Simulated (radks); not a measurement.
Question: The tin ion Sn+, configuration [Kr] 4d10 5s2 5p1. All-electron calculation, scalar-relativistic Kohn-Sham, r2SCAN, spin-polarised, spherical densities, finite nucleus; open shells are filled with parallel spins first (spin-orbit coupling, left out, can overturn this in heavy ions); meta-GGA in the generalised Kohn-Sham scheme; Fermi nuclear charge, rms radius 4.6519 fm. Program: a radial shooting solver on a logarithmic mesh with Libxc functionals. Some entries of the table are withheld. Estimate them.

| orbital | occ. | eigenvalue (Ry) | <r^2> (bohr^2) | r(max) (bohr) |
|---|---|---|---|---|
| 1s up | 1 | -2136.987 | 0.001143 | 0.01878 |
| 1s down | 1 | -2136.985 | 0.001143 | 0.01878 |
| 2s down | 1 | -324.2538 | 0.01856 | 0.1060 |
| 2s up | 1 | -324.2536 | 0.01856 | 0.1060 |
| 2p up | 3 | -290.9245 | 0.01467 | 0.08496 |
| 2p down | 3 | -290.9233 | 0.01467 | 0.08496 |
| 3s up | 1 | -63.51260 | 0.1311 | 0.3071 |
| 3s down | 1 | -63.51150 | 0.1311 | 0.3071 |
| 3p up | 3 | -52.54163 | 0.1320 | 0.3007 |
| 3p down | 3 | -52.54012 | 0.1320 | 0.3007 |
| 3d up | 5 | -35.68590 | 0.1175 | 0.2515 |
| 3d down | 5 | -35.68445 | 0.1175 | 0.2515 |
| 4s up | 1 | -10.69840 | 0.7613 | 0.7467 |
| 4s down | 1 | -10.69493 | 0.7617 | 0.7468 |
| 4p up | 3 | -7.37152 | (1) | 0.7890 |
| 4p down | 3 | -7.36871 | (2) | 0.7892 |
| 4d up | 5 | -2.54462 | (3) | 0.8860 |
| 4d down | 5 | -2.53747 | (4) | 0.8859 |
| 5s up | 1 | -1.36688 | 6.179 | 2.006 |
| 5s down | 1 | -1.28849 | 5.989 | 1.984 |
| 5p up | 1 | -0.79028 | 9.351 | 2.424 |
| 5p down | 0 | -0.68597 | 8.573 | 2.386 |

Answer: 
(1) 4p up <r^2> (bohr^2): 0.8991
(2) 4p down <r^2> (bohr^2): 0.8989
(3) 4d up <r^2> (bohr^2): 1.432
(4) 4d down <r^2> (bohr^2): 1.416
